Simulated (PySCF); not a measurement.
SMILES [CH3][Ge]([CH3])([CH3])[SiH2]Cl (C3H11ClGeSi) (GFN2-xTB optimised geometry):

```
17

Si     0.863     0.791     0.000
Cl     0.282     2.723     0.000
Ge    -0.079    -0.285     1.880
C      0.663    -2.119     2.074
C      0.301     0.705     3.563
C     -2.054    -0.449     1.715
H      2.327     0.791     0.000
H      0.427     0.220    -1.275
H      1.741    -2.095     2.209
H      0.230    -2.618     2.936
H      0.450    -2.723     1.196
H      1.370     0.767     3.748
H     -0.159     0.208     4.414
H     -0.090     1.717     3.513
H     -2.327    -1.032     0.839
H     -2.474    -0.940     2.589
H     -2.519     0.529     1.624
```

Level of theory: PBE0/def2-SVP in PySCF.

**Question.** What are the frontier orbital energies and the dipole moment?

**Answer.** HOMO-2 -8.39 eV, HOMO-1 -8.34 eV, HOMO -7.53 eV, LUMO 0.13 eV, LUMO+1 0.76 eV; dipole moment 1.76 D.

On the same geometry PBE/def2-SVP in PySCF gives HOMO-2 -7.10 eV, HOMO-1 -7.05 eV, HOMO -6.33 eV, LUMO -0.68 eV, LUMO+1 -0.01 eV; dipole moment 1.69 D.

Meta-Löwdin charges at PBE0/def2-SVP: Si1 0.43, Cl2 -0.28, Ge3 0.55, C4 -0.51, C5 -0.50, C6 -0.50, H7 -0.09, H8 -0.09, H9 0.11, H10 0.11, H11 0.11, H12 0.11, H13 0.11, H14 0.11, H15 0.11, H16 0.11, H17 0.11.
